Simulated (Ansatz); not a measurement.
CH3BrOSSi (`S[Si@@H]1O[C@H]1Br`) at its PBE0-D4/def2-TZVP geometry, where that method's forces vanish. Charge 0, multiplicity 1.

```json
{"atom": "S1", "x (Å)": "1.050", "y (Å)": "-0.103", "z (Å)": "2.102"}
{"atom": "Si2", "x (Å)": "0.341", "y (Å)": "-0.357", "z (Å)": "0.136"}
{"atom": "O3", "x (Å)": "0.640", "y (Å)": "0.899", "z (Å)": "-0.914"}
{"atom": "C4", "x (Å)": "-0.783", "y (Å)": "0.781", "z (Å)": "-0.694"}
{"atom": "Br5", "x (Å)": "-1.788", "y (Å)": "0.262", "z (Å)": "-2.259"}
{"atom": "H6", "x (Å)": "1.251", "y (Å)": "-1.422", "z (Å)": "2.262"}
{"atom": "H7", "x (Å)": "0.523", "y (Å)": "-1.737", "z (Å)": "-0.350"}
{"atom": "H8", "x (Å)": "-1.234", "y (Å)": "1.677", "z (Å)": "-0.282"}
```

Q: For each bond, give half the difference of the two atoms' forces along it (eV/Å; positive pushes the atoms apart) under PBE-D4, r2SCAN-D4, B3LYP-D4, ωB97M-V in def2-TZVPP. (An estimate is asked.)

A: The calculation gave: 
| bond | length (Å) | PBE-D4 | r2SCAN-D4 | B3LYP-D4 | ωB97M-V |
| --- | --- | --- | --- | --- | --- |
| S1–Si2 | 2.105 | 0.03 | 0.02 | 0.12 | 0.04 |
| S1–H6 | 1.344 | 0.25 | 0.00 | -0.03 | -0.09 |
| Si2–O3 | 1.664 | 0.71 | 0.23 | 0.17 | 0.05 |
| Si2–C4 | 1.802 | 0.30 | 0.09 | 0.11 | 0.12 |
| Si2–H7 | 1.474 | -0.09 | -0.09 | -0.17 | -0.18 |
| O3–C4 | 1.445 | 0.52 | 0.31 | 0.32 | 0.26 |
| C4–Br5 | 1.931 | 0.19 | 0.21 | 0.30 | 0.00 |
| C4–H8 | 1.085 | 0.02 | -0.12 | -0.23 | -0.18 |

B3LYP here is the variant with VWN-RPA as its local correlation; programs differ in this.

All numbers were calculated with Ansatz.
